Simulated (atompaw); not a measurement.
# Before and after: PAW (atompaw) potential for Si (Z = 14)

```
Element                 : Si
Generator               : atompaw 4.2.0.5
Type                    : PAW
Functional              : PBE
Relativity              : scalar-relativistic
Frozen core             : [Ne]
Valence charge          : 4
Reference configuration : 3s1.75 3p2.25
Partial waves           : 3s (bound): rc 1.90 bohr; 3s channel at -0.15 Ry: rc 1.90 bohr; 3p (bound): rc 2.30 bohr; 3p channel at 1.6 Ry: rc 2.30 bohr
Local potential         : troulliermartins scheme with l = 2 at 0.5 Ry, radius 1.60 bohr
Core correction         : smooth core density matched at 1.90 bohr
Augmentation charge     : besselshape compensation charge, radius 2.00 bohr; PAW radius 2.30 bohr; waves and projectors: custom rrkj gramschmidtortho
```

Change: all radii scaled by about 0.74 (s 1.40, p 1.70 bohr); local potential troulliermartins scheme with l = 2 at 0.5 Ry, radius 1.18 bohr; augmentation besselshape compensation charge, radius 1.48 bohr; PAW radius 1.70 bohr; waves and projectors: custom rrkj gramschmidtortho; core correction smooth core density matched at 1.40 bohr.

Cutoffs: the cutoffs (Ry, on a coarse ladder) from which the occupation-weighted sum of valence levels, in a spherical-Bessel basis at the reference potential, stays within 10 and 1 mRy of its value at 400 Ry; they do not see the model core or the augmentation charge, which bear on the density cutoff.

Question: What does the change do?

Answer: The potential gets harder (8 Ry and 12 Ry → 18 Ry and 21 Ry); a bound ghost appears in s, which as a rule spoils a file. A smaller radius makes the pseudo-wave follow the all-electron one further in, where it bends more sharply, so more plane waves are needed.

```tsv
quantity	base	changed
cutoff, loose	8 Ry	18 Ry
cutoff, tight	12 Ry	21 Ry
loose cutoff by channel (10 mRy a level)	s 6 Ry, p 6 Ry	s 18 Ry, p 6 Ry
bound ghosts	none	s
lowest overlap eigenvalue by channel	s 0.37, p 0.61	s 0.64, p 0.70
```

 A true bound ghost makes a file unfit for plane-wave use even where its test errors are small: the radial tests pick states by their node count and pass the ghost by. The cutoffs see the waves, projectors and local potential, not the compensation charge or the core.
